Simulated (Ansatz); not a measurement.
The cluster B2W2, relaxed as a singlet with RKS PBE0-D4/def2-TZVP in Ansatz, starting from the GFN2-xTB geometry. Force threshold 0.02 eV/Å.

In the def2 sets W takes a core potential; there is no spin–orbit coupling. The restricted singlet is unstable: a solution with broken spin symmetry lies lower. The relaxation made no stability test and no search for a lower SCF solution. The structure comes from a short search, and lower isomers may exist.

Start:

```xyz
4

W     0.005    0.609   -1.462
W     0.037   -0.611    1.461
B     0.040    1.192    0.497
B    -0.082   -1.189   -0.495
```

Problem. Estimate the energy that the relaxation releases and the steps that it takes.

Solution. 340.9 kJ/mol, in 9 steps; 16 s on 4 threads of Arm Neoverse V2 on a shared host. No frequencies were taken in this run, so the end may be a saddle point.

Problem. Does the start keep its bonding and symmetry?

Solution. By distances, no bond broke or formed. The bond that changes most is W1–W2, from 3.17 to 2.28 Å (atoms count from 1). Point group C2v at the start, C2v at the end, both within 0.05 Å.

Problem. Predict the relaxed structure.

Solution. 
```xyz
4

W     0.356    0.424   -1.060
W     0.379   -0.453    1.040
B    -0.299    1.362    0.572
B    -0.436   -1.333   -0.552
```
Bond lengths (bridged metal pairs left out): 4 × B–W 1.99 Å; 1 × W–W 2.28 Å.
